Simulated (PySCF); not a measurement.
# TDDFT excited states: C5H12Si

C5H12Si.
SMILES: `C[Si@H]1C[C@H](C)C1`

Method used: TDDFT CAM-B3LYP/def2-SVPD, vertical, gas phase, core orbitals frozen in the response in PySCF. Isolated species at its PBE0-D3(BJ)/def2-SVP geometry (one conformer only).

| state | λ (nm) | E (eV) | f | \|μ\| (D) | main configurations (H = HOMO, L = LUMO) |
| --- | --- | --- | --- | --- | --- |
| S1 | 169.2 | 7.33 | 0.011 | 0.64 | H→L+2 (85%) |
| S2 | 167.1 | 7.42 | 0.0008 | 0.17 | H→L+1 (62%), H→L (27%) |
| S3 | 166.1 | 7.46 | 0.035 | 1.11 | H→L (63%), H→L+1 (25%) |
| S4 | 157.2 | 7.89 | 0.025 | 0.91 | H-1→L (44%), H-1→L+1 (41%) |
| S5 | 156.8 | 7.91 | 0.0078 | 0.51 | H-1→L+1 (41%), H-1→L (41%) |
| S6 | 155.0 | 8.00 | 0.067 | 1.49 | H→L+3 (62%), H-1→L+2 (21%) |
| S7 | 153.9 | 8.06 | 0.054 | 1.33 | H-1→L+2 (68%), H→L+3 (20%) |
| S8 | 147.3 | 8.41 | 0.0001 | 0.05 | H-1→L+3 (56%), H-2→L+2 (18%) |
| S9 | 145.9 | 8.50 | 0.0053 | 0.41 | H-2→L+2 (60%), H-1→L+3 (19%) |
| S10 | 145.7 | 8.51 | 0.095 | 1.72 | H-2→L (73%), H-2→L+1 (9%) |

Triplets, Tamm–Dancoff:

```json
{"state": "T1", "E (eV)": "7.01", "λ (nm)": "176.9", "main configurations (H = HOMO, L = LUMO)": "H→L+2 (80%)"}
{"state": "T2", "E (eV)": "7.13", "λ (nm)": "174.0", "main configurations (H = HOMO, L = LUMO)": "H→L+1 (50%), H-1→L+2 (26%)"}
{"state": "T3", "E (eV)": "7.18", "λ (nm)": "172.8", "main configurations (H = HOMO, L = LUMO)": "H-1→L+2 (30%), H→L+1 (28%), H→L (25%)"}
{"state": "T4", "E (eV)": "7.41", "λ (nm)": "167.2", "main configurations (H = HOMO, L = LUMO)": "H→L (55%), H-1→L+2 (21%)"}
```

The lowest singlet comes at 169 nm (707 kJ/mol) in the vacuum ultraviolet; it is weak; its leading configuration is HOMO→LUMO+2 (85%). The most intense listed level is S10 at 8.51 eV (146 nm, f = 0.095), 1.18 eV above S1. It is the last of those listed, so stronger ones may follow. Löwdin shares by element: HOMO carbon 50% or more, silicon 17% (atoms not listed hold the other 33%); LUMO silicon 28%, carbon 19% or more, hydrogen 16% or more (atoms not listed hold the other 38%). Weighted by f, the mean energy of these states is 8.08 eV. Orbital energies (eV): HOMO-3 -10.40, HOMO-2 -10.05, HOMO-1 -9.30, HOMO -8.82, LUMO 1.35, LUMO+1 1.59, LUMO+2 1.77. Of the 10 states listed, 6 reach f = 0.01 and 1 stays under 0.0005. No computed singlet lies in the visible range (380 to 750 nm); the lowest, at 169 nm, stands 4.07 eV above its violet end (3.26 eV). The vertical ionisation energy (ΔSCF) is 9.50 eV, 0.99 eV above S10. Only the lowest 10 singlets were computed, as vertical energies without vibronic structure.

Hardware: Arm Neoverse V1, one thread, shared host with 32 logical CPUs at a one-minute load of 29. Cost: 2.7 min, 1.0 GiB resident at most.

Without π bonds the low states are Rydberg-like; a valence basis with one diffuse set may place them up to an eV too high.
